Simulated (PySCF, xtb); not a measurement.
B(F)2(Me) (CH3BF2), SMILES CB(F)F.

The structure is a stationary point at PBE-D3(BJ)/def2-SVP.

These are IEF-PCM-B3LYP/def2-SVP (PySCF) values and carry that method's errors.

The values are the electrostatic part of the solvation free energy, E(continuum) − E(gas) at the gas-phase geometry, in a cavity of scaled van der Waals radii (PySCF's table); cavitation and dispersion terms are not included. In vacuum the orbital gap is 10.06 eV. The dipole moment in vacuum is 1.65 D.

```json
[
 {"solvent": "water", "ε": "78.36", "ΔG(elec) (kcal/mol)": "-2.0", "dipole (D)": "1.91", "gap (eV)": "10.03"},
 {"solvent": "ethanol", "ε": "24.85", "ΔG(elec) (kcal/mol)": "-2.0", "dipole (D)": "1.90", "gap (eV)": "10.04"},
 {"solvent": "acetone", "ε": "20.49", "ΔG(elec) (kcal/mol)": "-1.9", "dipole (D)": "1.90", "gap (eV)": "10.04"}
]
```

For comparison, GFN2-xTB/ALPB(water) (xtb, at the GFN2-xTB geometry, all terms of that model) gives -2.0 kcal/mol.
